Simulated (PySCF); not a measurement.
(F2In-mu-OH)2.
Bonds: In1–F2, In1–F3, In1–O4, In1–O8, O4–In5, In5–F6, In5–F7, In5–O8. Hydrogens: H9 on O4; H10 on O8.

Theory: PBE0-D3(BJ)/def2-SVP geometry optimisation, gas phase, def2 core potentials past Kr (PySCF).

(1) How far are the bound atoms from In1?

(2) List the angles at In1.

(3) Describe the arrangement about In1 in numbers.

(4) What are the other bond lengths?

(5) Give some angles away from the centre.

(6) What are the rotational constants (commonest isotopes, rigid rotor)?

Answers

(1) 4 atoms: F2 1.941 Å, F3 1.947 Å, O8 2.122 Å, O4 2.124 Å. The nearest atom not counted as bound is H10, at 2.76 Å (others tie with it).

(2) 
```csv
angle,degrees,distance of the outer atoms (Å)
F2–In1–F3,124.2,3.44
F2–In1–O8,113.0,3.39
F3–In1–O4,111.8,3.37
F2–In1–O4,111.4,3.36
F3–In1–O8,109.5,3.32
O4–In1–O8,77.3,2.65
```

(3) Angles from 77.3° to 124.2°; τ4 = (360° − α − β)/141° = 0.87 with α and β the two widest (0 for a square, 1 for a tetrahedron).

(4) O4–H9, O8–H10 0.964 Å.

(5) In1–O4–In5 102.5°, In1–O8–In5 102.6°.

(6) A = 1753, B = 420.6, C = 372.3 MHz: a near-prolate asymmetric top.

Charge 0, singlet. No frequency check.

One conformer stands for the species.
